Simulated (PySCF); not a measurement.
Species: C₃H₇BrOSi.
SMILES with atom numbers: `[Br:1][Si@H:2]1[CH2:3][CH2:4][CH2:5][O:6]1` (hydrogens: H7 on Si2; H8, H9 on C3; H10, H11 on C4; H12, H13 on C5)

Method: PBE0-D3(BJ)/def2-SVP geometry optimisation, gas phase in PySCF; density fitting, grid level 1; the optimiser is geomeTRIC in internal coordinates, started from a GFN2-xTB structure with every atom displaced at random (about 0.01 Å).

Step 0: E = -83166.4971 eV
```
atom  x, y, z in Å  |  force x, y, z in eV/Å
Br1     3.3700    2.2013    0.7437    0.199   0.198   0.075
Si2     1.6096    0.9262    1.1592   -0.235   1.409   0.440
C3     -0.0624    1.8429    1.0398    1.272  -0.131   0.356
C4     -0.8306    0.8245    0.2615   -1.689  -0.668  -0.056
C5      0.0836    0.1285   -0.7284    0.302   0.354   0.427
O6      1.3379   -0.0442   -0.1064    0.008  -1.431  -1.062
H7      1.9239    0.1494    2.3455    0.117  -0.240   0.617
H8     -0.4966    2.0964    1.9925   -0.406   0.095   0.712
H9      0.0532    2.7784    0.5018    0.232   0.466  -0.379
H10    -1.7055    1.2702   -0.2557    0.162  -0.114   0.029
H11    -1.2656    0.0685    0.9624    0.251   0.229  -0.300
H12     0.2371    0.7505   -1.6055   -0.068   0.272  -0.650
H13    -0.3091   -0.8367   -1.0334   -0.143  -0.438  -0.209
```

Step 1: E = -83166.6490 eV
```
atom  x, y, z in Å  |  force x, y, z in eV/Å
Br1     3.3680    2.2611    0.7786   -0.026  -0.059  -0.069
Si2     1.6192    0.9302    1.1515   -0.144   0.031  -0.013
C3     -0.0321    1.8346    1.0492    0.009   0.032   0.005
C4     -0.8653    0.8110    0.2604    0.192   0.072  -0.016
C5      0.0714    0.1274   -0.7397   -0.097  -0.117  -0.086
O6      1.3097   -0.1378   -0.1008    0.074   0.096   0.104
H7      1.9498    0.2001    2.4002   -0.004  -0.035  -0.010
H8     -0.4806    2.1034    2.0176    0.033  -0.019  -0.015
H9      0.1055    2.7721    0.4808    0.012  -0.070   0.019
H10    -1.7258    1.2674   -0.2486   -0.069   0.037  -0.041
H11    -1.2600    0.0503    0.9505   -0.053  -0.056   0.052
H12     0.2332    0.7678   -1.6292    0.023  -0.017   0.062
H13    -0.3476   -0.8316   -1.0934    0.050   0.106   0.008
```

**Question.** Estimate the geometry and energy of step 2. (The exact step hangs on the optimiser's Hessian estimate; all steps are aligned on step 1, rigid shifts and turns removed.)

**Answer.** E = -83166.6536 eV, largest force 0.065 eV/Å
```
atom  x, y, z in Å  |  force x, y, z in eV/Å
Br1     3.3590    2.2513    0.7467    0.000  -0.017  -0.030
Si2     1.6122    0.9327    1.1572   -0.026  -0.025   0.008
C3     -0.0355    1.8331    1.0543   -0.012   0.016   0.006
C4     -0.8646    0.8113    0.2604    0.020   0.012  -0.009
C5      0.0751    0.1281   -0.7368   -0.019  -0.011  -0.023
O6      1.3085   -0.1383   -0.0897    0.036   0.005   0.053
H7      1.9511    0.2011    2.4030   -0.004  -0.005   0.003
H8     -0.4825    2.1019    2.0224    0.001  -0.013  -0.005
H9      0.1043    2.7671    0.4847    0.015  -0.002   0.001
H10    -1.7238    1.2713   -0.2535   -0.002  -0.001   0.001
H11    -1.2672    0.0478    0.9476   -0.010   0.013  -0.007
H12     0.2481    0.7735   -1.6186    0.004   0.013   0.007
H13    -0.3393   -0.8251   -1.1007   -0.003   0.013  -0.006
```

The energy changes by -0.0046 eV. The first-order estimate −F·Δx gives -0.0072 eV and the mean of the old and new forces, exact on a quadratic surface, -0.0047 eV. The step makes an angle of 68° with the force vector and moves no atom by more than 0.035 Å.

What follows is the cost of the whole optimisation. The run took 90 s wall on one thread of an Arm Neoverse V1, shared host, and the process peaked at 0.56 GiB of memory.
